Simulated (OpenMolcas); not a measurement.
Nd3+ among 8 point charges of -2 e arranged as a hexagonal bipyramid (D6h). The axial distance is 1.1 times the equatorial one, R.

| Item | Value |
| --- | --- |
| Program | OpenMolcas |
| Method | CASSCF |
| Basis | ANO-RCC-VDZP [7s6p4d2f1g] |
| Scalar Hamiltonian | DKH2, point nucleus |
| Active space | 3 electrons in 7 orbitals (4f) |
| State averaging | 2S+1 = 4 odd, 35 roots; 2S+1 = 2 odd, 89 roots kept (CI in the orbitals of an earlier block) |
| Spin-orbit coupling | RASSI with atomic mean-field integrals over the reference wave functions |

All point charges move together. At R = 3.03 Å the width of the lowest J multiplet is 406 cm-1, and at R = 3.16 Å it is 356 cm-1.

A third run gives 541 cm-1. What distance was it run at?

With a power law R^-n the two known points give n = -ln(356 / 406) / ln(3.16 / 3.03) = 3.13. Then R = 3.03 × (406 / 541)^(1/3.13) = 2.764 Å. The run was at 2.77 Å, so the estimate is off by -0.006 Å.

High states are left out of the spin-orbit mixing, which shifts the levels that they would mix with. Point charges carry no covalency, so the field is a model and not that of real ligands. An unlabelled pair can be two single states that coincide in this model. No measured value stands beside these numbers.
